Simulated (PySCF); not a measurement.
Compound: C3H10Si.
SMILES: `CC(C)[SiH3]`

Jobs on this species (14 atoms, 42 electrons) with PySCF (density fitting). Hardware of each: one thread of an Arm Neoverse N1, no GPU (shared host). The host was shared with other jobs, so the times are rough. Peak memory is the resident size of the whole Python process, interpreter and libraries included.

```csv
level and settings,work,basis functions,SCF cycles,wall time,peak memory
"delta-SCF UKS PBE, pcX-2 on the ionised atom, pcseg-1 elsewhere, spin-free X2C","ΔSCF core ionisation, 4 holes",152,?,?,?
"delta-SCF UKS SCAN, pcX-2 on the ionised atom, pcseg-1 elsewhere, non-relativistic","ΔSCF core ionisation, 4 holes",152,55,43 s,0.57 GiB
"delta-SCF UKS PBE0, pcX-2 on the ionised atom, pcseg-1 elsewhere, spin-free X2C","ΔSCF core ionisation, 4 holes",152,49,43 s,0.63 GiB
"delta-SCF UKS HF, pcX-2 on the ionised atom, pcseg-1 elsewhere, spin-free X2C","ΔSCF core ionisation, 4 holes",152,51,22 s,0.57 GiB
"delta-SCF UKS SCAN, pcX-2 on the ionised atom, pcseg-1 elsewhere, spin-free X2C","ΔSCF core ionisation, 4 holes",152,56,43 s,0.57 GiB
"delta-SCF UKS SCAN, pcX-1 on the ionised atom, pcseg-1 elsewhere, spin-free X2C","ΔSCF core ionisation, 4 holes",132,55,35 s,0.57 GiB
"delta-SCF UKS SCAN, def2-TZVP on the ionised atom, pcseg-1 elsewhere, spin-free X2C","ΔSCF core ionisation, 4 holes",129,55,40 s,0.57 GiB
"PBE0-D3(BJ)/def2-SVP, grid level 1",geometry optimisation from a GFN2-xTB start shaken at random,110,24,27 s,0.46 GiB
"delta-SCF UKS B3LYP, pcX-2 on the ionised atom, pcseg-1 elsewhere, spin-free X2C","ΔSCF core ionisation, 4 holes",152,50,44 s,0.58 GiB
```

Problem. Fill in the missing figures.

Solution. 
- delta-SCF UKS PBE, pcX-2 on the ionised atom, pcseg-1 elsewhere, spin-free X2C; ΔSCF core ionisation, 4 holes: 27 s, 0.57 GiB, 53 SCF cycles

Problem. What do all jobs in the table cost together?

Solution. About 5.4 min; the longest takes about 14 % of that, and about 2 times as long as the shortest.
